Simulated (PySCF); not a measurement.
A geometry optimisation, step by step.

Compound: Sn2(NH2)4.
Bonds: Sn1–N2, Sn1–N3, Sn1–N6, N3–Sn4, Sn4–N5, Sn4–N6. Hydrogens: H7, H8 on N2; H9, H10 on N3; H11, H12 on N5; H13, H14 on N6.

Computed by this run: PBE0-D3(BJ)/def2-SVP geometry optimisation, gas phase, def2 core potentials past Kr (PySCF 2.14.0); density fitting, grid level 1; the optimiser is geomeTRIC in internal coordinates, started from a GFN2-xTB structure with every atom displaced at random (about 0.03 Å). The frame can shift and turn from step to step; on so coarse a grid that alone can change the energy by a few meV, and forces under 0.02 eV/Å are noise.

Step 0: E = -17744.2106 eV, largest atomic force 5.810 eV/Å
```
atom  x, y, z in Å  |  force x, y, z in eV/Å
Sn1    -0.789   -0.424    1.569   -0.981   1.114  -1.162
N2     -2.541    0.728    1.011    3.482   0.345  -0.625
N3     -0.525   -1.280   -0.576    4.930   1.520   2.674
Sn4     0.901    0.359   -1.542   -2.077   0.717  -0.009
N5      2.500   -0.729   -1.088   -0.107  -1.877   2.909
N6      0.454    1.264    0.589   -1.976   0.166  -0.928
H7     -3.414    0.432    1.309   -2.248  -0.730   0.619
H8     -2.567    1.111    0.057   -0.158  -0.311   0.427
H9      0.062   -2.118   -0.454   -0.387   0.164  -0.343
H10    -1.325   -1.513   -1.016   -3.716  -1.089  -2.121
H11     3.384   -0.422   -1.378    1.704   0.696  -0.958
H12     2.669   -1.057   -0.099   -0.441   0.283  -1.283
H13    -0.111    2.166    0.553    0.907  -1.432   0.126
H14     1.283    1.440    1.107    1.068   0.434   0.673
```

Step 1: E = -17744.8412 eV, largest atomic force 0.678 eV/Å
```
atom  x, y, z in Å  |  force x, y, z in eV/Å
Sn1    -0.784   -0.365    1.515    0.306  -0.377   0.473
N2     -2.439    0.703    1.010   -0.381   0.259  -0.049
N3     -0.492   -1.194   -0.567    0.346   0.038   0.159
Sn4     0.792    0.381   -1.523    0.223  -0.040  -0.142
N5      2.470   -0.750   -0.996   -0.102   0.093   0.129
N6      0.412    1.248    0.552    0.297  -0.158  -0.002
H7     -3.346    0.375    1.329   -0.025   0.074  -0.067
H8     -2.502    1.023    0.049   -0.226   0.045  -0.103
H9      0.090   -2.029   -0.488   -0.079  -0.169  -0.221
H10    -1.354   -1.453   -1.043   -0.018  -0.050  -0.065
H11     3.382   -0.461   -1.350   -0.169   0.025  -0.076
H12     2.614   -1.083   -0.043   -0.090   0.034  -0.008
H13    -0.135    2.107    0.531   -0.065   0.149   0.049
H14     1.271    1.453    1.067   -0.018   0.076  -0.076
```

Step 2: E = -17744.8841 eV, largest atomic force 0.431 eV/Å
```
atom  x, y, z in Å  |  force x, y, z in eV/Å
Sn1    -0.775   -0.376    1.528   -0.387   0.177  -0.069
N2     -2.486    0.717    1.011    0.315  -0.163   0.110
N3     -0.453   -1.209   -0.573   -0.046  -0.051   0.101
Sn4     0.803    0.378   -1.534    0.060   0.036  -0.067
N5      2.457   -0.746   -0.977    0.080   0.086  -0.068
N6      0.443    1.239    0.548    0.124  -0.142   0.048
H7     -3.393    0.405    1.353    0.110   0.014  -0.025
H8     -2.586    1.032    0.049   -0.083  -0.011  -0.052
H9      0.125   -2.050   -0.525   -0.025  -0.077  -0.124
H10    -1.316   -1.469   -1.059    0.127   0.056   0.075
H11     3.366   -0.462   -1.344   -0.147  -0.044   0.021
H12     2.588   -1.056   -0.018   -0.004   0.006   0.083
H13    -0.101    2.102    0.534   -0.075   0.107   0.039
H14     1.309    1.450    1.050   -0.048   0.008  -0.072
```

Step 3: E = -17744.8981 eV, largest atomic force 0.104 eV/Å
```
atom  x, y, z in Å  |  force x, y, z in eV/Å
Sn1    -0.784   -0.377    1.528   -0.074   0.032  -0.053
N2     -2.467    0.716    1.001    0.070  -0.006  -0.077
N3     -0.450   -1.216   -0.573   -0.008  -0.050   0.083
Sn4     0.802    0.379   -1.538   -0.061   0.043  -0.007
N5      2.444   -0.735   -0.960    0.087  -0.011   0.019
N6      0.446    1.234    0.547   -0.034  -0.006   0.004
H7     -3.372    0.413    1.354    0.032  -0.002   0.028
H8     -2.584    1.011    0.033   -0.031  -0.012   0.011
H9      0.122   -2.065   -0.546   -0.011   0.003  -0.067
H10    -1.313   -1.468   -1.060    0.032   0.054   0.043
H11     3.349   -0.461   -1.334   -0.016  -0.033   0.007
H12     2.570   -1.023    0.009    0.008   0.024   0.009
H13    -0.097    2.101    0.540   -0.002  -0.035   0.036
H14     1.315    1.446    1.042    0.009  -0.001  -0.038
```

Step 4: E = -17744.9050 eV, largest atomic force 0.147 eV/Å
```
atom  x, y, z in Å  |  force x, y, z in eV/Å
Sn1    -0.792   -0.380    1.526    0.044  -0.056   0.019
N2     -2.457    0.716    0.978   -0.048   0.048  -0.130
N3     -0.450   -1.223   -0.566    0.022  -0.054   0.024
Sn4     0.797    0.377   -1.535   -0.013   0.010   0.006
N5      2.446   -0.723   -0.940   -0.020  -0.016   0.028
N6      0.446    1.223    0.548   -0.042   0.062  -0.004
H7     -3.357    0.431    1.353   -0.011  -0.002   0.048
H8     -2.593    0.987    0.005    0.004  -0.011   0.022
H9      0.114   -2.077   -0.566    0.006   0.026  -0.008
H10    -1.317   -1.459   -1.051   -0.039   0.038   0.007
H11     3.347   -0.463   -1.331    0.049  -0.012  -0.012
H12     2.577   -0.980    0.036    0.015   0.022  -0.007
H13    -0.100    2.090    0.553   -0.002  -0.044   0.020
H14     1.319    1.436    1.033    0.034  -0.010  -0.013
```

Step 5: E = -17744.9091 eV, largest atomic force 0.108 eV/Å
```
atom  x, y, z in Å  |  force x, y, z in eV/Å
Sn1    -0.802   -0.386    1.525    0.061  -0.054   0.029
N2     -2.454    0.714    0.944   -0.068   0.028  -0.079
N3     -0.452   -1.230   -0.557    0.028  -0.018  -0.036
Sn4     0.795    0.376   -1.528    0.010  -0.012   0.023
N5      2.453   -0.710   -0.921   -0.059  -0.006   0.021
N6      0.447    1.214    0.554   -0.015   0.062  -0.002
H7     -3.350    0.455    1.348   -0.016   0.010   0.030
H8     -2.606    0.954   -0.034    0.019  -0.013   0.010
H9      0.106   -2.088   -0.580    0.011   0.022   0.031
H10    -1.325   -1.446   -1.039   -0.050   0.013  -0.007
H11     3.350   -0.471   -1.333    0.044  -0.002  -0.015
H12     2.596   -0.930    0.063    0.017   0.011  -0.009
H13    -0.102    2.078    0.572   -0.003  -0.029   0.001
H14     1.326    1.426    1.030    0.022  -0.013   0.001
```

Step 6: E = -17744.9106 eV, largest atomic force 0.051 eV/Å
```
atom  x, y, z in Å  |  force x, y, z in eV/Å
Sn1    -0.809   -0.388    1.525    0.026  -0.024   0.016
N2     -2.457    0.709    0.917   -0.034  -0.002  -0.012
N3     -0.452   -1.231   -0.551    0.003   0.010  -0.050
Sn4     0.798    0.376   -1.520    0.011  -0.003   0.008
N5      2.457   -0.704   -0.908   -0.033  -0.002   0.016
N6      0.448    1.212    0.561    0.013   0.027   0.004
H7     -3.350    0.473    1.339   -0.005   0.017   0.005
H8     -2.614    0.925   -0.066    0.011  -0.012  -0.003
H9      0.101   -2.091   -0.581    0.005   0.006   0.032
H10    -1.330   -1.436   -1.031   -0.020  -0.007  -0.003
H11     3.352   -0.481   -1.336    0.011   0.000  -0.009
H12     2.611   -0.901    0.079    0.013   0.002  -0.003
H13    -0.104    2.073    0.584   -0.004  -0.006  -0.009
H14     1.329    1.421    1.033    0.001  -0.006   0.007
```

Step 7: E = -17744.9113 eV, largest atomic force 0.046 eV/Å
```
atom  x, y, z in Å  |  force x, y, z in eV/Å
Sn1    -0.814   -0.388    1.525    0.000  -0.001  -0.003
N2     -2.461    0.704    0.898    0.000  -0.014   0.022
N3     -0.452   -1.230   -0.550   -0.015   0.029  -0.033
Sn4     0.802    0.378   -1.514    0.007   0.004   0.001
N5      2.461   -0.703   -0.898   -0.005  -0.001   0.012
N6      0.449    1.214    0.566    0.021  -0.010   0.003
H7     -3.354    0.486    1.331    0.002   0.015  -0.009
H8     -2.619    0.899   -0.089    0.000  -0.009  -0.008
H9      0.100   -2.090   -0.577    0.002  -0.004   0.017
H10    -1.331   -1.431   -1.030    0.007  -0.017   0.003
H11     3.353   -0.491   -1.337   -0.011   0.001  -0.004
H12     2.623   -0.887    0.090    0.006  -0.001   0.001
H13    -0.106    2.073    0.589   -0.003   0.007  -0.011
H14     1.330    1.422    1.039   -0.010   0.003   0.007
```

Step 8: E = -17744.9117 eV, largest atomic force 0.039 eV/Å
```
atom  x, y, z in Å  |  force x, y, z in eV/Å
Sn1    -0.819   -0.388    1.522   -0.015   0.010  -0.011
N2     -2.465    0.699    0.882    0.020  -0.011   0.028
N3     -0.452   -1.227   -0.552   -0.028   0.026  -0.009
Sn4     0.809    0.380   -1.508    0.004   0.010  -0.006
N5      2.464   -0.702   -0.886    0.015  -0.003   0.006
N6      0.449    1.216    0.569    0.017  -0.028   0.002
H7     -3.359    0.499    1.322    0.004   0.007  -0.010
H8     -2.624    0.876   -0.108   -0.008  -0.005  -0.007
H9      0.101   -2.087   -0.571    0.003  -0.006   0.002
H10    -1.330   -1.429   -1.033    0.020  -0.019   0.004
H11     3.355   -0.501   -1.333   -0.017   0.000   0.000
H12     2.632   -0.877    0.103    0.000   0.000   0.004
H13    -0.107    2.074    0.589   -0.001   0.010  -0.008
H14     1.328    1.423    1.047   -0.013   0.009   0.006
```

Step 9: E = -17744.9119 eV, largest atomic force 0.033 eV/Å
```
atom  x, y, z in Å  |  force x, y, z in eV/Å
Sn1    -0.826   -0.387    1.518   -0.014   0.009  -0.011
N2     -2.470    0.696    0.868    0.021   0.000   0.012
N3     -0.450   -1.224   -0.555   -0.027   0.015   0.011
Sn4     0.818    0.381   -1.504    0.002   0.007  -0.003
N5      2.467   -0.703   -0.872    0.015  -0.004   0.000
N6      0.448    1.218    0.570    0.009  -0.028  -0.001
H7     -3.364    0.512    1.315    0.003  -0.002  -0.004
H8     -2.630    0.857   -0.124   -0.010   0.000  -0.003
H9      0.104   -2.084   -0.566    0.006  -0.002  -0.006
H10    -1.325   -1.432   -1.039    0.017  -0.013   0.001
H11     3.357   -0.510   -1.324   -0.010  -0.001   0.002
H12     2.638   -0.869    0.117   -0.003   0.002   0.004
H13    -0.109    2.075    0.584   -0.001   0.006  -0.004
H14     1.323    1.426    1.055   -0.008   0.011   0.004
```

Step 10: E = -17744.9120 eV, largest atomic force 0.027 eV/Å
```
atom  x, y, z in Å  |  force x, y, z in eV/Å
Sn1    -0.832   -0.386    1.512   -0.006   0.002  -0.004
N2     -2.475    0.696    0.858    0.011   0.011  -0.005
N3     -0.448   -1.223   -0.558   -0.020  -0.001   0.018
Sn4     0.827    0.381   -1.502    0.000   0.004  -0.001
N5      2.472   -0.704   -0.858    0.008  -0.005  -0.005
N6      0.446    1.218    0.569    0.004  -0.014  -0.001
H7     -3.368    0.522    1.309    0.000  -0.008   0.003
H8     -2.638    0.845   -0.136   -0.006   0.002   0.000
H9      0.109   -2.081   -0.562    0.009   0.004  -0.007
H10    -1.319   -1.437   -1.047    0.008  -0.004  -0.004
H11     3.362   -0.517   -1.312    0.000  -0.002   0.003
H12     2.642   -0.863    0.133   -0.003   0.004   0.003
H13    -0.112    2.075    0.577   -0.002  -0.001  -0.001
H14     1.316    1.430    1.061   -0.002   0.009   0.001
```

**Question.** Summarise the path.

**Answer.** The energy falls by 0.7014 eV from step 0 to step 10; nine tenths of that is first reached at step 2. It falls at every step. The largest force goes from 5.810 to 0.027 eV/Å. Among the bonds N3–Sn4 changes most, from 2.377 to 2.256 Å; the atoms move by 0.146 Å rms after alignment.

The cost below is that of the whole optimisation. Time: 3.4 min wall; peak memory 0.59 GiB. Hardware: an Intel Xeon Platinum 8259CL at 2.50 GHz with one thread, no GPU, on a shared host.
